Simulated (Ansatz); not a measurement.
Basis sets compared for SiH2Me(vinyl) (C3H8Si). Charge 0, multiplicity 1. Geometry r2SCAN-D4/def2-SVP. Ansatz on 2 threads of Arm Neoverse V1 on a shared host; times are rough, and most runs start from earlier orbitals.

```xyz
12

C     1.5158    1.2304   -0.0324
C    -0.4558   -1.1640   -0.0056
C    -1.5492   -1.4681   -0.7227
Si   -0.0853    0.5405    0.6754
H    -1.2359    1.4366    0.3386
H     0.0372    0.4694    2.1673
H     1.7423    2.2214    0.3925
H     1.4473    1.3344   -1.1267
H     2.3649    0.5655    0.1934
H     0.2686   -1.9709    0.1836
H    -2.3181   -0.7181   -0.9486
H    -1.7319   -2.4771   -1.1148
```

Binding counts from free atoms (C triplet, Si triplet, H doublet) in the same basis, without a counterpoise term.

| level | functions | energy (Eh) | HOMO (eV) | LUMO (eV) | binding per atom (eV) | wall time |
| --- | --- | --- | --- | --- | --- | --- |
| PBE-D4/def2-SVP | 100 | -408.1068 | -6.59 | -1.23 | 3.95 | 1.2 s |
| PBE0-D4/def2-SVP | 100 | -408.1610 | -7.75 | -0.23 | 3.91 | 1.4 s |

(1) Estimate the rows for PBE-D4/def2-TZVP (with forces), PBE0-D4/def2-TZVP.

Results:

(1) 
| level | functions | energy (Eh) | HOMO (eV) | LUMO (eV) | binding per atom (eV) | wall time |
| --- | --- | --- | --- | --- | --- | --- |
| PBE-D4/def2-TZVP (with forces) | 178 | -408.3415 | -6.69 | -1.44 | 3.93 | 2.7 s |
| PBE0-D4/def2-TZVP | 178 | -408.3909 | -7.80 | -0.43 | 3.89 | 2.9 s |
